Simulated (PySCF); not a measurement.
Gas-phase XPS of trans-Ti(H2O)2Cl4, computed

Species: trans-Ti(H2O)2Cl4 (singlet state).
Structure used (PBE0-D3(BJ)/def2-SVP), in Å, numbered top down from 1:
```xyz
11
Cl4H4O2Ti angstrom
Ti    -0.1461   -0.1742    0.0425
O      0.0514    0.3681    2.0739
H     -0.6828    0.9069    2.4026
H      0.9039    0.7932    2.2516
O     -0.1003   -0.4310   -2.0528
H      0.3370   -1.2417   -2.3490
H      0.2710    0.3458   -2.4983
Cl     2.1214   -0.1307    0.2879
Cl    -2.3054   -0.0878    0.6629
Cl    -0.1770    1.9831   -0.7014
Cl    -0.1751   -2.4171   -0.0890
```

Computed, not measured: delta-SCF UKS SCAN, pcX-2 on the ionised atom (unc-x2c-TZVPall on a metal), pcseg-1 elsewhere, spin-free X2C in PySCF. Each binding energy is the total energy of the core-ionised species, with the hole localised on one atom, minus that of the ground state; both are solved self-consistently, so orbital relaxation is included.

Question: Give the core binding energies atom by atom.

Answer: 
| atom(s) | bonded to | level | binding energy (eV) | 2p1/2 (eV) | count |
| --- | --- | --- | --- | --- | --- |
| Cl8/Cl10 | Ti | Cl 2p3/2 | 204.82 | 206.48 | 2 |
| Ti1 | 2 O and 4 Cl | Ti 2p3/2 | 464.27 | 469.99 | 1 |
| O2/O5 | 2 H and Ti | O 1s | 541.37 | – | 2 |
| Cl8/Cl10 | Ti | Cl 1s | 2827.40 | – | 2 |

Question: Which photon energy gives electrons from Cl 1s of Cl8/Cl10 a kinetic energy of 50 eV, and what is their de Broglie wavelength?

Answer: hν = 2827.40 + 50 = 2877.40 eV, recoil neglected; λ = 12.264 Å/√(E/eV) = 1.73 Å.

Question: Which photon wavelength matches the Cl 1s of Cl8/Cl10 threshold?

Answer: λ = hc/E = 12398.42 eV Å / 2827.40 eV = 4.385 Å.

The first atom of each set that the bonding makes equivalent was ionised and stands for the set. The list is incomplete; no value stands for Cl 1s of Cl9, Cl11 or Cl 2p of Cl9, Cl11. The unrestricted hole states depart most from a pure doublet (⟨S²⟩ = 0.75; over 0.85 named) for Ti 2p3/2 of Ti1 (0.94), which makes this value less certain. Spin–orbit coupling isn't in the SCF: each 2p doublet comes from a relaxed spin-free hole plus a matrix of the shell (mean-field spin–orbit coupling and the ground-state 2p splitting), with 2p3/2 averaged over its two sublevels. 2p1/2 minus 2p3/2 (ligand field included): Ti 5.72 eV, Cl 1.65 eV. Satellites of the metal's 2p lines aren't described. Geometry: PBE0-D3(BJ)/def2-SVP; no solvent, vibrations or thermal averaging. Metal 2p energies of this one-determinant scheme are less reliable than its 1s energies.

On Intel Xeon at 2.50 GHz, one thread, shared host with 64 logical CPUs at a one-minute load of 61, this took 3.3 min of wall time and 0.72 GiB of memory at its peak.
